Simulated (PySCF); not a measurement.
PySCF input (M06-2X/def2-TZVPD):

```python
from pyscf import gto, scf, dft

mol = gto.M(
    atom='''
    Si   -0.44562882   -0.44430434    0.06247491
    O    -0.65934638    1.27879324   -0.19626992
    O     1.27278300   -0.66274096   -0.22219255
    H    -0.32885985   -0.34920889    1.64339877
    H    -0.15277206    1.80816709    0.42801271
    H     1.81294249   -0.16711575    0.40163948
    ''',
    basis='def2-tzvpd',
    charge=-1,
    spin=0,
    verbose=4,
)

mf = dft.RKS(mol, xc='m062x').density_fit(auxbasis='def2-universal-jkfit')
mf.grids.level = 4
mf.conv_tol = 1e-9
mf.max_cycle = 100
mf.max_memory = 1500
mf.kernel()
if not mf.converged:
    mf = mf.newton()
    mf.kernel(mf.make_rdm1())
mf.analyze()
```

End of the output:

```
Extra cycle  E= -441.822595264675  delta_E= -1.48e-12  |g|= 4.68e-06  |ddm|= 3.17e-05
converged SCF energy = -441.822595264675
**** SCF Summaries ****
Total Energy =                        -441.822595264675499
Nuclear Repulsion Energy =             106.714454362332575
One-electron Energy =                 -830.556777146526656
Two-electron Energy =                  282.019727519518597
Two-electron Coulomb Energy =          321.397302323618476
DFT Exchange-Correlation Energy =      -39.377574804099865
HOMO-LUMO gap [eV] =                     4.662457661063818
**** MO energy ****
MO #1   energy= -66.7949053836149  occ= 2
MO #2   energy= -19.4136148558058  occ= 2
MO #3   energy= -19.4136069338351  occ= 2
MO #4   energy= -5.32695455341084  occ= 2
MO #5   energy= -3.63706042781365  occ= 2
MO #6   energy= -3.63665235736879  occ= 2
MO #7   energy= -3.63459318945301  occ= 2
MO #8   energy= -0.907548033248756 occ= 2
MO #9   energy= -0.889083743759647 occ= 2
MO #10  energy= -0.407127558195363 occ= 2
MO #11  energy= -0.358931371838189 occ= 2
MO #12  energy= -0.305443573074342 occ= 2
MO #13  energy= -0.237449810655167 occ= 2
MO #14  energy= -0.225757577055511 occ= 2
MO #15  energy= -0.179343117651678 occ= 2
MO #16  energy= -0.154614514187512 occ= 2
MO #17  energy= -0.0285076031714837 occ= 2
MO #18  energy= 0.142834556968282  occ= 0
MO #19  energy= 0.166103965103017  occ= 0
MO #20  energy= 0.187625986584576  occ= 0
MO #21  energy= 0.199409399491422  occ= 0
MO #22  energy= 0.216750833309046  occ= 0
MO #23  energy= 0.217825294617944  occ= 0
MO #24  energy= 0.217877877991289  occ= 0
MO #25  energy= 0.240583599620716  occ= 0
MO #26  energy= 0.265779495435562  occ= 0
MO #27  energy= 0.266837172092112  occ= 0
MO #28  energy= 0.301353655268158  occ= 0
MO #29  energy= 0.307515573157038  occ= 0
MO #30  energy= 0.323321777236916  occ= 0
MO #31  energy= 0.332286353584882  occ= 0
MO #32  energy= 0.344111227135675  occ= 0
MO #33  energy= 0.363142160571886  occ= 0
MO #34  energy= 0.366647223656531  occ= 0
MO #35  energy= 0.382771855949271  occ= 0
MO #36  energy= 0.400356732368692  occ= 0
MO #37  energy= 0.411577060002454  occ= 0
MO #38  energy= 0.41548340217224   occ= 0
MO #39  energy= 0.42278993322447   occ= 0
MO #40  energy= 0.450878494754739  occ= 0
MO #41  energy= 0.454111990018681  occ= 0
MO #42  energy= 0.464151633064951  occ= 0
MO #43  energy= 0.487531068637537  occ= 0
MO #44  energy= 0.497947037526158  occ= 0
MO #45  energy= 0.517373159439939  occ= 0
MO #46  energy= 0.532103040277952  occ= 0
MO #47  energy= 0.56486240039901   occ= 0
MO #48  energy= 0.580630711546456  occ= 0
MO #49  energy= 0.600386101597328  occ= 0
MO #50  energy= 0.607713007259693  occ= 0
MO #51  energy= 0.631850652169422  occ= 0
MO #52  energy= 0.658220391076137  occ= 0
MO #53  energy= 0.672195230311702  occ= 0
MO #54  energy= 0.680065367613481  occ= 0
MO #55  energy= 0.693089304154601  occ= 0
MO #56  energy= 0.70738042349536   occ= 0
MO #57  energy= 0.74504818824073   occ= 0
MO #58  energy= 0.773082326567329  occ= 0
MO #59  energy= 0.786934383625969  occ= 0
MO #60  energy= 0.789395800953737  occ= 0
MO #61  energy= 0.823456182136854  occ= 0
MO #62  energy= 0.841573770287583  occ= 0
MO #63  energy= 0.855031801140149  occ= 0
MO #64  energy= 0.887219495728465  occ= 0
MO #65  energy= 0.893775613040708  occ= 0
MO #66  energy= 0.946586107167162  occ= 0
MO #67  energy= 0.989133193216079  occ= 0
MO #68  energy= 0.994609285686084  occ= 0
MO #69  energy= 1.03165156559299   occ= 0
MO #70  energy= 1.08510052529944   occ= 0
MO #71  energy= 1.09200577749199   occ= 0
MO #72  energy= 1.130466106983     occ= 0
MO #73  energy= 1.14803683476244   occ= 0
MO #74  energy= 1.24300642136505   occ= 0
MO #75  energy= 1.26822536328697   occ= 0
MO #76  energy= 1.30105677149654   occ= 0
MO #77  energy= 1.36205602199677   occ= 0
MO #78  energy= 1.36422684784828   occ= 0
MO #79  energy= 1.38999035199998   occ= 0
MO #80  energy= 1.3947501281931    occ= 0
MO #81  energy= 1.40210024205307   occ= 0
MO #82  energy= 1.44882228025478   occ= 0
MO #83  energy= 1.46466647494554   occ= 0
MO #84  energy= 1.57684028089132   occ= 0
MO #85  energy= 1.5888805507639    occ= 0
MO #86  energy= 1.60411605785554   occ= 0
MO #87  energy= 1.68769858991397   occ= 0
MO #88  energy= 1.76759043085768   occ= 0
MO #89  energy= 1.81333090841132   occ= 0
MO #90  energy= 1.8484954738669    occ= 0
MO #91  energy= 1.87301424137463   occ= 0
MO #92  energy= 1.94924703548043   occ= 0
MO #93  energy= 1.95779348139105   occ= 0
MO #94  energy= 2.05127216741256   occ= 0
MO #95  energy= 2.05294225373467   occ= 0
MO #96  energy= 2.09807112851544   occ= 0
MO #97  energy= 2.11303314120742   occ= 0
MO #98  energy= 2.16803346507372   occ= 0
MO #99  energy= 2.28578305542565   occ= 0
MO #100 energy= 2.30822875346612   occ= 0
MO #101 energy= 2.32872593706997   occ= 0
MO #102 energy= 2.39922342572707   occ= 0
MO #103 energy= 2.46835242127196   occ= 0
MO #104 energy= 2.50347332449856   occ= 0
MO #105 energy= 2.59974263853657   occ= 0
MO #106 energy= 2.60424359709131   occ= 0
MO #107 energy= 2.65779664073572   occ= 0
[...]
```

It need not be the lowest isomer of its formula. Whether it binds its extra electron was not tested at this geometry.
